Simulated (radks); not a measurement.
Initial-state core-level shifts of the tungsten ion W2+ when its valence configuration changes from [Xe] 4f14 5d4. Method: scalar-relativistic Kohn-Sham, PBEsol, spin-unpolarised, spherical densities, finite nucleus; Fermi nuclear charge, rms radius 5.3658 fm; computed with a radial shooting solver on a logarithmic mesh with Libxc functionals. Shifts are changes of the shell-averaged eigenvalues in eV (positive: less bound); the change of the density at the nucleus, which sets a Mossbauer isomer shift, is in e/bohr^3, on a base of 1.514e+06.

4f14 5d3 6p1: 2p -4.683; 3d -4.649; 4s -4.629; 5p -4.267; density at nucleus +8.4
4f13.5 5d4 6s0.5: 2p -6.846; 3d -7.498; 4s -7.032; 5p -3.115; density at nucleus +100.3
4f13 5d3 6s1 6p1: 2p -19.090; 3d -20.381; 4s -19.325; 5p -10.791; density at nucleus +230.8
4f13.5 5d4.5: 2p -5.220; 3d -5.890; 4s -5.438; 5p -1.683; density at nucleus +38.7
4f12 5d3 6p3: 2p -37.457; 3d -40.217; 4s -37.795; 5p -20.198; density at nucleus +200.6
4f12 5d6: 2p -21.819; 3d -24.727; 4s -22.489; 5p -6.588; density at nucleus +164.3
4f13 5d4 6s1: 2p -14.005; 3d -15.344; 4s -14.334; 5p -6.303; density at nucleus +209.6
4f11.5 5d6 6s0.5: 2p -29.463; 3d -33.169; 4s -30.160; 5p -9.742; density at nucleus +276.5
4f14 5d3 6s1: 2p -3.213; 3d -3.174; 4s -3.149; 5p -2.833; density at nucleus +123.8
